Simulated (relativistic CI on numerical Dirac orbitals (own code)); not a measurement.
## C III: calculation against measurement

Computed by Dirac-Coulomb-Breit CI, orbitals from a KLI potential per configuration, model QED (radiative potential, 1s self-energy scaled to tabulated hydrogen-like ionisation energies), valence Slater integrals scaled by 0.85, P86 correlation energy added to each configuration (own radial code, finite nucleus).

CI space (outside the closed core 1s2): 2s², 2s2p, 2p², 2p3s, 2s3s, 2p3p, 2s3p, 2s3d, 2s4s, 2s4p, 2s4d, 2s4f, 3s², 3s3p, 3p². Levels of other configurations are missing.

| Configuration | Term (tabulated) | J | Measured (cm⁻¹) | Computed | Error | Purity (%) |
| --- | --- | --- | --- | --- | --- | --- |
| 2s² | 1S | 0 | 0.0 | 0 | 0 | 94 |
| 2s2p | 3P° | 0 | 52367.1 | 52736 | 369 | 100 |
| 2s2p | 3P° | 1 | 52390.8 | 52757 | 366 | 100 |
| 2s2p | 3P° | 2 | 52447.1 | 52810 | 363 | 100 |
| 2s2p | 1P° | 1 | 102352.0 | 103814 | 1462 | 100 |
| 2p² | 3P | 0 | 137425.7 | 138766 | 1340 | 100 |
| 2p² | 3P | 1 | 137454.4 | 138793 | 1339 | 100 |
| 2p² | 3P | 2 | 137502.0 | 138836 | 1334 | 100 |
| 2p² | 1D | 2 | 145876.1 | 149989 | 4112 | 98 |
| 2p² | 1S | 0 | 182519.9 | 184212 | 1692 | 92 |
| 2s3s | 3S | 1 | 238213.0 | 237428 | -785 | 98 |
| 2s3s | 1S | 0 | 247170.3 | 245210 | -1961 | 96 |
| 2s3p | 1P° | 1 | 258931.3 | 259694 | 763 | 94 |
| 2s3p | 3P° | 0 | 259705.5 | 259529 | -177 | 99 |
| 2s3p | 3P° | 1 | 259711.2 | 259534 | -178 | 99 |
| 2s3d | 3D | 1 | 270010.8 | 269412 | -598 | 99 |
| 2s3d | 3D | 2 | 270011.9 | 269413 | -599 | 99 |
| 2s3d | 1D | 2 | 276482.9 | 276537 | 54 | 97 |
| 2p3s | 3P° | 0 | 308216.6 | 308915 | 699 | 99 |
| 2p3s | 3P° | 1 | 308248.9 | 308947 | 698 | 99 |
| 2p3s | 3P° | 2 | 308317.3 | 309013 | 696 | 99 |
| 2s4s | 3S | 1 | 309457.2 | 309948 | 491 | 97 |
| 2p3s | 1P° | 1 | 310006.3 | 311044 | 1037 | 59 |
| 2s4s | 1S | 0 | 311721.5 | 311881 | 160 | 95 |
| 2s4p | 3P° | 0 | 317794.3 | 318300 | 506 | 100 |
| 2s4p | 3P° | 1 | 317796.5 | 318302 | 506 | 100 |
| 2s4p | 3P° | 2 | 317801.3 | 318307 | 506 | 100 |
| 2p3p | 1P | 1 | 319720.3 | 321200 | 1480 | 100 |
| 2s4d | 3D | 1 | 321411.3 | 321544 | 133 | 87 |
| 2s4d | 3D | 2 | 321426.7 | 321549 | 122 | 88 |
| 2s4d | 3D | 3 | 321450.0 | 321557 | 107 | 88 |
| 2s4f | 3F° | 2 | 322003.7 | 326307 | 4303 | 100 |
| 2s4f | 3F° | 3 | 322009.6 | 326307 | 4297 | 100 |
| 2s4f | 3F° | 4 | 322018.0 | 326307 | 4289 | 100 |
| 2s4p | 1P° | 1 | 322404.2 | 324382 | 1978 | 63 |
| 2s4f | 1F° | 3 | 322702.0 | 326434 | 3732 | 100 |
| 2p3p | 3D | 2 | 323101.4 | 324042 | 940 | 87 |
| 2p3p | 3D | 3 | 323140.3 | 324094 | 954 | 87 |
| 2s4d | 1D | 2 | 324212.5 | 325175 | 963 | 99 |
| 2p3p | 3S | 1 | 327278.3 | 327845 | 566 | 96 |
| 2p3p | 3P | 0 | 329685.4 | 329534 | -151 | 100 |
| 2p3p | 3P | 1 | 329706.5 | 329554 | -152 | 100 |
| 2p3p | 3P | 2 | 329743.6 | 329589 | -155 | 100 |
| 2p3p | 1S | 0 | 345095.4 | 346802 | 1706 | 91 |

Measured levels from Moore, Selected Tables of Atomic Spectra, NSRDS-NBS 3, section 3; pairs were made by configuration, J and term (by order where the table uses no LS term), so strongly mixed levels may be paired wrongly.

Mean error by configuration (cm⁻¹): 2s2p 640; 2p² 1963; 2s3s -1373; 2s3p 136; 2s3d -381; 2p3s 782; 2s4s 325; 2s4p 874; 2p3p 649; 2s4d 331; 2s4f 4155. Over the excited levels the mean absolute error is 1135 cm⁻¹ (43 of the 66 excited levels that our extract of the source holds in range could be paired, and the others can miss by more), and the median relative error of those above 1,000 cm⁻¹ is 0.29 %.
